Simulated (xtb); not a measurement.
Cl₂Sn, triplet, geometry from GFN2-xTB (such geometries of metal compounds can be far from the true shape) (the spin is typed, not shown lowest); GFN0-xTB with ALPB(cs2) (xtb).

Here is a job for xtb.
```
$ xtb mol.xyz --gfn 0 --uhf 2 --alpb cs2 --json

# file mol.xyz
3

Sn     0.00993257    -0.00944619     0.58952790
Cl     1.24741626     1.57493270    -0.86320274
Cl    -1.27662969    -1.54714980    -0.87070284
```

Task: Predict the main parts of the log of this xtb run.

Result: 
```
   ID    Z sym.   atoms
    1   50 Sn     1
    2   17 Cl     2, 3

           -------------------------------------------------
          |                Calculation Setup                |
           -------------------------------------------------

           -------------------------------------------------
          |                 G F N 0 - x T B                 |
           -------------------------------------------------

      * Solvation model:               ALPB
        Solvent                        cs2
        Parameter file                 internal GFN-FF/ALPB
        Dielectric constant                2.6400E+00
        Reference state                gsolv [1 M gas/solution]
        Free energy shift                  4.5141E-03 Eh       2.8326E+00 kcal/mol
        Temperature                        2.9815E+02 K
        Density                            1.2600E+00 kg/L
        Solvent mass                       7.6140E+01 g/mol
        Interaction kernel             P16
        Born radius scaling (c1)           1.2853E+00
        Born radii integrator          GBOBC
        Born offset                        0.0000E+00 a0       0.0000E+00 AA
        H-bond correction              false
        Ion screening                  false
        Surface tension                    1.0000E-05 Eh       1.5569E+01 dyn/cm
        Grid points                               230 per atom

          ...................................................
          :                      SETUP                      :
          :.................................................:
          :  # basis functions                  30          :
          :  # atomic orbitals                  27          :
          :  # shells                            9          :
          :  # electrons                        18          :
          :  electronic temp.          300.0000000     K    :
          :  accuracy                    1.0000000          :
          :  -> integral cutoff          0.2500000E+02      :
          :  -> integral neglect         0.1000000E-07      :
          ...................................................

         :::::::::::::::::::::::::::::::::::::::::::::::::::::
         ::                     SUMMARY                     ::
         :::::::::::::::::::::::::::::::::::::::::::::::::::::
         :: total energy             -10.852996556140 Eh    ::
         :: total w/o Gsasa/hb       -10.847198550810 Eh    ::
         :: gradient norm              0.009365745346 Eh/a0 ::
         :: HOMO-LUMO gap              2.325673172192 eV    ::
         ::.................................................::
         :: H0 energy                -10.792711244624 Eh    ::
         :: repulsion energy           0.001850415118 Eh    ::
         :: electrostat energy        -0.061408728909 Eh    ::
         :: -> Gsolv                   0.000000000000 Eh    ::
         ::    -> Gsasa               -0.010312069732 Eh    ::
         ::    -> Gshift               0.004514064402 Eh    ::
         :: dispersion energy         -0.000726997725 Eh    ::
         :: short-range corr.          0.000000000000 Eh    ::
         :: add. restraining           0.000000000000 Eh    ::
         :: total charge              -0.000000000000 e     ::
         :::::::::::::::::::::::::::::::::::::::::::::::::::::

           -------------------------------------------------
          |                Property Printout                |
           -------------------------------------------------

    * Orbital Energies and Occupations

         #    Occupation            Energy/Eh            Energy/eV
      -------------------------------------------------------------
         1        2.0000           -0.9720991             -26.4522
         2        2.0000           -0.9718841             -26.4463
         3        2.0000           -0.7690620             -20.9272
         4        2.0000           -0.4859583             -13.2236
         5        2.0000           -0.4660541             -12.6820
         6        2.0000           -0.4616735             -12.5628
         7        2.0000           -0.4539264             -12.3520
         8        1.9994           -0.4494925             -12.2313
         9        1.0006           -0.4353294             -11.8459
        10        1.0000           -0.2970808              -8.0840 (HOMO)
        11                         -0.2116139              -5.7583 (LUMO)
        12                         -0.1904041              -5.1812
        13                         -0.0753176              -2.0495
        14                         -0.0724570              -1.9717
        15                         -0.0721411              -1.9631
        16                         -0.0640088              -1.7418
        17                         -0.0634782              -1.7273
        18                         -0.0633719              -1.7244
        19                         -0.0631679              -1.7189
        20                         -0.0595431              -1.6202
        21                         -0.0384057              -1.0451
       ...                                ...                  ...
        27                          0.4604261              12.5288
      -------------------------------------------------------------
                  HL-Gap            0.0854669 Eh            2.3257 eV
             Fermi-level            0.0000000 Eh            0.0000 eV

     #   Z          covCN         q      C6AA      α(0)
     1  50 Sn       1.575     0.553   462.670    45.842
     2  17 Cl       0.788    -0.276   105.789    15.721
     3  17 Cl       0.788    -0.276   105.789    15.721

 Mol. C6AA /au·bohr⁶  :       1736.917031
 Mol. C8AA /au·bohr⁸  :     137315.403436
 Mol. α(0) /au        :         77.284710

Wiberg/Mayer (AO) data.
largest (>0.10) Wiberg bond orders for each atom

 ---------------------------------------------------------------------------
     #   Z sym  total        # sym  WBO       # sym  WBO       # sym  WBO
 ---------------------------------------------------------------------------
     1  50 Sn   1.945 --     3 Cl   0.972     2 Cl   0.972
     2  17 Cl   1.288 --     1 Sn   0.972     3 Cl   0.316
     3  17 Cl   1.288 --     1 Sn   0.972     2 Cl   0.316
 ---------------------------------------------------------------------------

Topologies differ in total number of bonds
Writing topology from bond orders to xtbtopo.mol

 dipole moment from electron density (au)
     X       Y       Z
  -0.0009   0.0009  -0.0543  total (Debye):    0.138

           -------------------------------------------------
          | TOTAL ENERGY              -10.852996556140 Eh   |
          | GRADIENT NORM               0.009365745346 Eh/α |
          | HOMO-LUMO GAP               2.325673172192 eV   |
           -------------------------------------------------

normal termination of xtb
```
